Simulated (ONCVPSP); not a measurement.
**Ranking ONCV potentials for Ti**

All share these settings but for the change named:

```json
{
 "Element": "titanium (Ti)",
 "Generator": "ONCVPSP 4.0.1",
 "Type": "optimised norm-conserving Vanderbilt (ONCV)",
 "Functional": "LDA (Perdew-Wang 92)",
 "Relativity": "scalar-relativistic",
 "Frozen core": "[Ne]",
 "Valence charge": "12",
 "Reference configuration": "3s2 3p6 3d1 (charge +3)",
 "Partial waves": "3s: rc 1.45 bohr, ncon 4, nbas 8, qcut 8.5 1/bohr, 1 projector; 3p: rc 1.45 bohr, ncon 4, nbas 8, qcut 8.5 1/bohr, 2 projectors, debl 1.1 Ha; 3d: rc 1.35 bohr, ncon 3, nbas 7, qcut 10.3 1/bohr, 2 projectors, debl 2.4 Ha",
 "Local potential": "polynomial inside 1.30 bohr (lpopt 3, dvloc0 4 Ha)",
 "Core correction": "polynomial model core, fcfact 0.3"
}
```

In the p channel the program set the typed energies aside and used -2.606, 0.250 Ha.

Test errors are all-electron minus pseudo excitation energies from the reference, over 3s2 3p6 3d2 4s2; 3s2 3p6 3d2 4s1; 3s2 3p6 3d2; 3s2 3p6 3d1 4s2 4p1. None of these files shows a bound ghost.

The base gives 459.9 meV.

Of 10 variants that were run, those that failed, showed a ghost or another fault, or gave nearly equal values are left out.

A variant can come out equal or close to the base, since the largest error may sit in a test that the change hardly touches while other tests move.

Task: Rank these variants by their largest absolute test error, smallest first.
A. s: qcut 11.2; p: qcut 11.2; d: qcut 13.6
B. s: nproj 3
C. all radii but the core radius scaled by about 0.76 (s 1.10, p 1.10, d 1.02 bohr); local potential polynomial inside 0.98 bohr (lpopt 3, dvloc0 4 Ha)
D. d: qcut 13.8
E. s: rc 1.08; local potential polynomial inside 1.08 bohr (lpopt 3, dvloc0 4 Ha)

Result: B (29.9 meV), E (88.7 meV), C (111.3 meV), A (340.1 meV), D (459.9 meV).
